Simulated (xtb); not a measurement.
C₄F₅ (SMILES FC1=[C]C(F)(F)C1(F)F), doublet, at a GFN2-xTB geometry; GFN2-xTB (xtb).

The xtb input:
```
$ xtb mol.xyz --gfn 2 --uhf 1 --etemp 3000 --json

# file mol.xyz
9

F      2.52928212    -0.24393411    -0.30729578
C      1.23940728    -0.40507442    -0.22407840
C      0.36208998    -1.38200037    -0.39072110
C     -0.87156126    -0.57972548    -0.06496246
F     -1.55611753    -0.92649574     1.02729554
F     -1.75660355    -0.39268928    -1.04659990
C      0.15556950     0.60732401     0.14128194
F     -0.00441458     1.63687873    -0.70162866
F      0.19751655     1.09922457     1.38721548
```

What the program printed (banner, timings and long lists left out):

```
   ID    Z sym.   atoms
    1    9 F      1, 5, 6, 8, 9
    2    6 C      2-4, 7

           -------------------------------------------------
          |                Calculation Setup                |
           -------------------------------------------------

           -------------------------------------------------
          |                 G F N 2 - x T B                 |
           -------------------------------------------------

          ...................................................
          :                      SETUP                      :
          :.................................................:
          :  # basis functions                  36          :
          :  # atomic orbitals                  36          :
          :  # shells                           18          :
          :  # electrons                        51          :
          :  max. iterations                   250          :
          :  Hamiltonian                  GFN2-xTB          :
          :  restarted?                      false          :
          :  GBSA solvation                  false          :
          :  PC potential                    false          :
          :  electronic temp.         3000.0000000     K    :
          :  accuracy                    1.0000000          :
          :  -> integral cutoff          0.2500000E+02      :
          :  -> integral neglect         0.1000000E-07      :
          :  -> SCF convergence          0.1000000E-05 Eh   :
          :  -> wf. convergence          0.1000000E-03 e    :
          :  Broyden damping             0.4000000          :
          :  net charge                          0          :
          :  unpaired electrons                  1          :
          ...................................................

 iter      E             dE          RMSdq      gap      omega  full diag
   1    -32.1288174 -0.321288E+02  0.530E+00    3.61       0.0  T
   2    -32.1376532 -0.883579E-02  0.412E+00    3.15       1.0  T
   3    -32.1762267 -0.385735E-01  0.228E+00    3.66       1.0  T
   4    -32.1945954 -0.183687E-01  0.783E-01    3.28       1.0  T
   5    -32.1976612 -0.306587E-02  0.137E-01    3.40       1.0  T
   6    -32.1976737 -0.125201E-04  0.729E-02    3.39       1.0  T
   7    -32.1976750 -0.125929E-05  0.214E-02    3.39       1.6  T
   8    -32.1976774 -0.241167E-05  0.698E-03    3.40       4.8  T
   9    -32.1976780 -0.554860E-06  0.232E-03    3.40      14.4  T
  10    -32.1976780 -0.119433E-07  0.723E-04    3.40      46.1  T
  11    -32.1976780 -0.173946E-08  0.209E-04    3.40     159.3  T

   *** convergence criteria satisfied after 11 iterations ***

         :::::::::::::::::::::::::::::::::::::::::::::::::::::
         ::                     SUMMARY                     ::
         :::::::::::::::::::::::::::::::::::::::::::::::::::::
         :: total energy             -32.048831895420 Eh    ::
         :: gradient norm              0.005326949851 Eh/a0 ::
         :: HOMO-LUMO gap              3.395446964881 eV    ::
         ::.................................................::
         :: SCC energy               -32.197674949969 Eh    ::
         :: -> isotropic ES            0.056098358871 Eh    ::
         :: -> anisotropic ES          0.004481464571 Eh    ::
         :: -> anisotropic XC         -0.027223204937 Eh    ::
         :: -> dispersion             -0.005718087763 Eh    ::
         :: repulsion energy           0.148843054549 Eh    ::
         :: add. restraining           0.000000000000 Eh    ::
         :: total charge               0.000000000001 e     ::
         :::::::::::::::::::::::::::::::::::::::::::::::::::::

           -------------------------------------------------
          |                Property Printout                |
           -------------------------------------------------

    * Orbital Energies and Occupations

         #    Occupation            Energy/Eh            Energy/eV
[...]
        21        2.0000           -0.5656963             -15.3934
        22        1.9999           -0.5599122             -15.2360
        23        1.9997           -0.5500214             -14.9668
        24        1.9856           -0.5114112             -13.9162
        25        1.9756           -0.5063400             -13.7782
        26        1.0379           -0.4409098             -11.9978 (HOMO)
        27        0.0014           -0.3161294              -8.6023 (LUMO)
        28                         -0.0934100              -2.5418
        29                         -0.0656414              -1.7862
        30                         -0.0350972              -0.9550
        31                         -0.0267405              -0.7276
        32                          0.0458947               1.2489
        33                          0.1079904               2.9386
        34                          0.1463320               3.9819
        35                          0.1731960               4.7129
        36                          0.6099049              16.5964
      -------------------------------------------------------------
                  HL-Gap            0.1247804 Eh            3.3954 eV
             Fermi-level           -0.4248999 Eh          -11.5621 eV

     #   Z          covCN         q      C6AA      α(0)
     1   9 F        0.785    -0.106    10.307     3.792
     2   6 C        2.991     0.171    24.309     8.088
     3   6 C        2.307    -0.091    31.935     9.176
     4   6 C        3.763     0.344    15.586     5.627
     5   9 F        0.787    -0.161    10.840     3.889
     6   9 F        0.787    -0.161    10.840     3.889
     7   6 C        3.860     0.331    15.679     5.631
     8   9 F        0.786    -0.164    10.871     3.895
     9   9 F        0.786    -0.164    10.871     3.895

 Mol. C6AA /au·bohr⁶  :       1197.842161
 Mol. C8AA /au·bohr⁸  :      27543.931721
 Mol. α(0) /au        :         47.882360

Wiberg/Mayer (AO) data.
largest (>0.10) Wiberg bond orders for each atom

 ---------------------------------------------------------------------------
     #   Z sym  total        # sym  WBO       # sym  WBO       # sym  WBO
 ---------------------------------------------------------------------------
     1   9 F    1.246 --     2 C    1.054     3 C    0.140
     2   6 C    3.876 --     3 C    1.820     1 F    1.054     7 C    0.892
     3   6 C    3.175 --     2 C    1.820     4 C    0.958     1 F    0.140
     4   6 C    3.868 --     5 F    0.981     6 F    0.981     3 C    0.958
                             7 C    0.853
     5   9 F    1.126 --     4 C    0.981
     6   9 F    1.126 --     4 C    0.981
     7   6 C    3.857 --     9 F    0.971     8 F    0.971     2 C    0.892
                             4 C    0.853
     8   9 F    1.113 --     7 C    0.971
     9   9 F    1.113 --     7 C    0.971
 ---------------------------------------------------------------------------

Topologies differ in total number of bonds
Writing topology from bond orders to xtbtopo.mol

molecular dipole:
                 x           y           z       tot (Debye)
 q only:        0.312      -0.289      -0.104
   full:        0.382      -0.178      -0.083       1.092
molecular quadrupole (traceless):
                xx          xy          yy          xz          yz          zz
 q only:       -1.130      -0.791       0.659      -0.053       0.135       0.471
  q+dip:       -0.860      -0.440       1.592      -0.119       0.689      -0.732
   full:       -1.432      -0.824       1.077      -0.047       0.286       0.355

           -------------------------------------------------
          | TOTAL ENERGY              -32.048831895420 Eh   |
          | GRADIENT NORM               0.005326949851 Eh/α |
          | HOMO-LUMO GAP               3.395446964881 eV   |
           -------------------------------------------------

normal termination of xtb
```
